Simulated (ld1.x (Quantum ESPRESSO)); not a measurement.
What one change does to a pseudopotential (B (Z = 5), RRKJ)

B, norm-conserving RRKJ (Kleinman–Bylander form), made with ld1.x (Quantum ESPRESSO) 7.5 (LDA (PZ), scalar-relativistic). Core [He], reference 2s1.75 2p1.25. Waves: 2p (bound): rc 3.95 bohr; 2s (bound): rc 1.50 bohr. Local part: the s channel. Core correction: Bessel-smoothed model core, default radius (core density twice the valence density).

All-electron outer shells of the reference configuration (LDA (PZ), scalar-relativistic, ld1.x):

```json
{"shell": "1s", "level (eV)": "-178.93", "outermost node (bohr)": "–", "outermost maximum (bohr)": "0.21"}
{"shell": "2s", "level (eV)": "-9.51", "outermost node (bohr)": "0.46", "outermost maximum (bohr)": "1.52"}
{"shell": "2p", "level (eV)": "-3.84", "outermost node (bohr)": "–", "outermost maximum (bohr)": "1.55"}
```

Change: wave 2s (bound): rc 1.50 bohr becomes 2s (bound): rc 2.22 bohr.

Cutoffs: the cutoffs (Ry, on a coarse ladder) from which the occupation-weighted sum of valence levels, in a spherical-Bessel basis at the reference potential, stays within 10 and 1 mRy of its value at 400 Ry; they do not see the model core or the augmentation charge, which bear on the density cutoff. Errors are all-electron minus pseudo energies relative to the spin-unpolarised reference configuration.

Question: What does the change do?

Answer: The potential gets softer (18 Ry and 50 Ry → 10 Ry and 15 Ry); of the 9 tests that both files solve, the error grows in 3 and shrinks in 0 by more than 15 % and 0.3 meV (median size 37.4 → 46.9 meV); the range in which the s phases agree narrows (upper end 2.4 → 0.2); neither file shows a bound ghost. A larger radius leaves more room for a smooth pseudo-wave, so fewer plane waves are needed. More of the atom is replaced by a form fitted at one configuration, so other configurations suffer.

```csv
quantity,base,changed
"cutoff, loose",18 Ry,10 Ry
"cutoff, tight",50 Ry,15 Ry
loose cutoff by channel (10 mRy a level),"p 6 Ry, s 18 Ry","p 6 Ry, s 6 Ry"
bound ghosts,none,none
"error for 2s2 2p1, meV [ΔE -1.42 eV]",-4.2,-5.2
"error for 2s2 2p0, meV [ΔE 6.91 eV]",+341,+350
"error for 2s1 2p0, meV [ΔE 32.21 eV]",+998,+1013
"error for 2s2 2p0.5, meV [ΔE 1.52 eV]",+66,+67
"error for 2s1 2p1, meV [ΔE 12.86 eV]",-39,-47
"error for 2s2 2p1.3, meV [ΔE -2.19 eV]",-7.3,-7.6
"error for 2s1 2p2, meV [ΔE 4.27 eV]",-37,-47
"error for 2s1.75 2p1.25 (spin-polarised), meV [ΔE -0.56 eV]",-12,-11
"error for 2s2 2p1 (spin-polarised), meV [ΔE -1.65 eV]",-9.1,-8.6
s: phases at 4.30 bohr within 0.05 rad from the reference energy up to (Ry; the scan ends near 5),2.4,0.2
p: phases at 4.30 bohr within 0.05 rad from the reference energy up to (Ry; the scan ends near 5),0.2,0.2
```
